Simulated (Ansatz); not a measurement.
Cl$_{2}$HOSc, SMILES `[OH][Sc]([Cl])[Cl]`. Charge 0, multiplicity 1.

```xyz
5

O    -1.047    0.800    0.313
Sc    0.365   -0.278   -0.107
Cl    0.197   -1.705   -1.898
Cl    2.273   -0.178    1.165
H    -1.787    1.362    0.528
```

List the harmonic frequencies (cm⁻¹, unscaled) at PBE0-D4/def2-TZVP in Ansatz. (Estimate.)

The calculation gave: 77, 97, 135, 221, 375, 408, 471, 776, 3986.

Is this a minimum?

Yes, all 9 modes are real.

Give the ideal-gas thermochemistry at 298.15 K and 1 bar (rigid rotor, harmonic oscillator; point group C2v, symmetry number 2).

Zero-point energy 39.1 kJ/mol; H(298) − E = 58.7 kJ/mol; entropy 345.4 J/(mol·K), of which translation 169.8, rotation 111.7, vibration 63.9; G(298) − E = -44.2 kJ/mol. Modes under 100 cm⁻¹ are hindered rotations or soft bends, so the harmonic entropy is rough.

Rotational constants (cm⁻¹)?

0.1262, 0.05934, 0.04036.
